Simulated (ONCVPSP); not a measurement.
Before and after: ONCV potential for Ni

| Quantity | Value |
| --- | --- |
| Element | nickel |
| Generator | ONCVPSP 4.0.1 |
| Type | optimised norm-conserving Vanderbilt (ONCV) |
| Functional | PBE |
| Relativity | fully relativistic |
| Frozen core | [Ar] |
| Valence charge | 10 |
| Reference configuration | 3d8 4s1 (charge +1) |
| Partial waves | 4s: rc 2.35 bohr, ncon 3, nbas 8, qcut 2.6 1/bohr, 2 projectors, debl 3.9 Ha; p scattering state at 0.32 Ha: rc 2.25 bohr, ncon 3, nbas 8, qcut 3.7 1/bohr, 2 projectors, debl 2.3 Ha; 3d: rc 1.30 bohr, ncon 3, nbas 8, qcut 11.5 1/bohr, 2 projectors, debl 1.8 Ha |
| Local potential | polynomial inside 0.95 bohr (lpopt 3, dvloc0 1 Ha) |
| Core correction | Teter function, fcfact 2.75, rcfact 1.6 |

Open shells are filled in proportion to 2j + 1.

In the p channel the program set the typed energies aside and used 0.050, 2.350 Ha (j = l + 1/2; the other j can differ).

Change: s: rc 3.5.

Cutoffs: the cutoffs (Ha) at which the residual kinetic energy of the hardest occupied pseudo-wave falls to 1 and 0.1 mHa per electron; they do not see the model core or the augmentation charge, which bear on the density cutoff. Errors are all-electron minus pseudo energies relative to the spin-unpolarised reference configuration.

Problem. Predict the effect on cutoff, ghosts and configuration errors.

Solution. The potential gets neither clearly harder nor softer (53 Ha and 59 Ha → 53 Ha and 59 Ha); a bound ghost appears in s, which as a rule spoils a file; the lowest positive-energy flag moves from s at 44.7 eV to p1/2 at 98.0 eV; of the 4 tests that both files solve, the error grows in 4 and shrinks in 0 by more than 15 % and 0.3 meV (median size 25.6 → 159.5 meV). More of the atom is replaced by a form fitted at one configuration, so other configurations suffer.

| quantity | base | changed |
| --- | --- | --- |
| cutoff, loose | 53 Ha | 53 Ha |
| cutoff, tight | 59 Ha | 59 Ha |
| loose cutoff by channel | s 5.8 Ha, d 53 Ha | s 1.5 Ha, d 53 Ha |
| bound ghosts | none | s |
| GHOST(+) flags under 300 eV | s at 44.7 eV, p1/2 at 98.0 eV, p3/2 at 99.3 eV | p1/2 at 98.0 eV, p3/2 at 99.3 eV |
| error for 3d8 4s2, meV [ΔE -9.32 eV] | -9.9 | -169 |
| error for 3d8 4s0, meV [ΔE 17.35 eV] | -41 | -150 |
| error for 3d7 4s0, meV [ΔE 54.82 eV] | -351 | -854 |
| error for 3d8 4s1 4p1, meV [ΔE -4.73 eV] | +2.5 | -12 |
| p3/2: phases at 2.29 bohr within 0.05 rad from the reference energy up to (Ha; the scan ends near 5) | 3.0 | 3.0 |
| p1/2: phases at 2.29 bohr within 0.05 rad from the reference energy up to (Ha; the scan ends near 5) | 3.0 | 3.0 |
| d5/2: phases at 1.32 bohr within 0.05 rad from the reference energy up to (Ha; the scan ends near 5) | to the end of the scan | to the end of the scan |
| d3/2: phases at 1.32 bohr within 0.05 rad from the reference energy up to (Ha; the scan ends near 5) | to the end of the scan | to the end of the scan |
| rms error of d²Exc/dni dnj with the model core, mHa | 5.54 | 5.29 |

 A true bound ghost makes a file unfit for plane-wave use even where its test errors are small: the radial tests pick states by their node count and pass the ghost by.
